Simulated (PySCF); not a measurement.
Method: PBE-D3(BJ)/def2-TZVP // B3LYP-D3(BJ)/def2-TZVP run with PySCF. Isolated molecules, 0 K electronic values unless said otherwise. 

Reference species (SMILES): `[CH3][GaH2]` (neutral, multiplicity 1).

| Quantity | Result |
|---|---|
| LUMO | -2.21 eV |
| HOMO–LUMO gap | 4.58 eV |
| HOMO | -6.79 eV |

After one change: the LUMO falls by 0.44 eV; the HOMO–LUMO gap rises by 0.11 eV; the HOMO falls by 0.55 eV.

Which change was made? The new species is one of these.
(A) `[CH3][Ga]([CH3])[CH3]`
(B) `[CH3][GaH][CH3]`
(C) `[GaH3]`

C, `[GaH3]`
